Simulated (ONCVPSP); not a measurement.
**Before and after: ONCV potential for strontium (Sr)**

ONCVPSP 4.0.1 input, shortened (lines: element, Z, core and valence counts, functional; n l f; lmax; l rc ep ncon nbas qcut; lloc lpopt rc5 dvloc0; l nproj debl; icmod fcfact rcfact), PBEsol, scalar-relativistic:

```
  Sr 38.00    6    3  -116133      upf
    1    0    2.00
    2    0    2.00
    2    1    6.00
    3    0    2.00
    3    1    6.00
    3    2   10.00
    4    0    2.00
    4    1    6.00
    5    0    1.50
    2
    0    2.50    0.00    5    8    4.60
    1    1.75    0.00    4    7    5.00
    2    1.90    0.22    4    8    4.50
    4    5    1.55    3.00
    0    2    1.40
    1    2    2.90
    2    3    3.90
    1    0.65    0.00
```

In the d channel the program set the typed energies aside and used 0.050, 3.950, 7.850 Ha.

All-electron outer shells of the reference configuration (PBEsol, scalar-relativistic, ld1.x):

```tsv
shell	level (eV)	outermost node (bohr)	outermost maximum (bohr)
4s	-43.89	0.59	1.19
4p	-25.81	0.61	1.33
5s	-5.87	1.64	3.58
```

Change: fully relativistic.

Cutoffs: the cutoffs (Ha) at which the residual kinetic energy of the hardest occupied pseudo-wave falls to 1 and 0.1 mHa per electron; they do not see the model core or the augmentation charge, which bear on the density cutoff. Errors are all-electron minus pseudo energies relative to the spin-unpolarised reference configuration.

What does the change do?

The potential gets neither clearly harder nor softer (11 Ha and 41 Ha → 11 Ha and 41 Ha); of the 4 tests that both files solve, the error grows in 0 and shrinks in 2 by more than 15 % and 0.3 meV (median size 0.3 → 0.1 meV); neither file shows a bound ghost.

```csv
quantity,base,changed
"cutoff, loose",11 Ha,11 Ha
"cutoff, tight",41 Ha,41 Ha
loose cutoff by channel,"s 7.8 Ha, p 11 Ha","s 7.8 Ha, p 11 Ha"
bound ghosts,none,none
GHOST(+) flags under 300 eV,none,none
"error for 4s2 4p6 5s2, meV [ΔE -2.35 eV]",+0.1,-0.1
"error for 4s2 4p6 5s1, meV [ΔE 3.55 eV]",-0.4,-0.1
"error for 4s2 4p6 5s0, meV [ΔE 14.45 eV]",-3.5,-2.4
"error for 4s2 4p6 5s1 5p1, meV [ΔE -0.03 eV]",+0.2,+0.1
s: phases at 2.53 bohr within 0.05 rad from the reference energy up to (Ha; the scan ends near 5),3.5,3.5
"rms error of d²Exc/dni dnj with the model core, mHa",1.90,2.95
```
